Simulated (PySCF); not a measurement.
## Finite-field polarisability of As (arsenic, neutral)

[Ar] 3d10 4s2 4p3, high-spin 4S determinant. Computed with PySCF 2.14 in ANO-RCC-VTZP (6s5p3d1f, 43 functions), with scalar relativity by spin-free X2C-1e. Frozen: [Ar] 3d10. Energy changes in a uniform field (μhartree):

```json
{"axis": "x", "F (au)": "0.0027", "HF": "-97.109", "MP2": "-96.113", "CCSD": "-96.206", "CCSD(T)": "-96.196"}
{"axis": "x", "F (au)": "0.0054", "HF": "-388.509", "MP2": "-384.525", "CCSD": "-384.893", "CCSD(T)": "-384.851"}
```

Task: Derive α along x at CCSD(T) from the two fields.

Result: With ΔE = −αF²/2 − γF⁴/24, α = −(16 ΔE(F) − ΔE(2F))/(6F²) = 26.39 bohr³.

Task: And the mean polarisability at each level?

Result: HF 26.64, MP2 26.37, CCSD 26.39, CCSD(T) 26.39 bohr³. Reference: 30 ± 1 bohr³ (recommended; Schwerdtfeger and Nagle, table of static dipole polarizabilities (2023 update)).

CCSD(T) lies more than 5 % below the reference, which points to too few diffuse and polarisation functions.

The basis has no added diffuse functions, which lowers α.
